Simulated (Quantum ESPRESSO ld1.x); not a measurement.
Task: The mean radii <r> (bohr) of the occupied orbitals of an atom or ion are listed with their occupations. All-electron calculation, scalar-relativistic Kohn-Sham, LDA (Slater exchange, Perdew-Zunger correlation), spin-polarised, spherical densities, point nucleus. Program: ld1.x of Quantum ESPRESSO 7.5.

| orbital | occ. | <r> |
|---|---|---|
| 1s | 2 | 0.2720 |
| 2s | 2 | 1.367 |

Name the element and its charge. Open shells, if any, are filled with parallel spins first.

Result: Z = 6, carbon, charge +2: C2+ in [He] 2s2. The 1s radius gives Z: for a bare nucleus <r> = (2 gamma + 1)/(2Z) with gamma = sqrt(1 - (Z/c)^2), 0.2498 bohr for Z = 6, and screening makes it slightly larger (0.2720 here). The occupations add up to 4, and the charge is Z minus that.
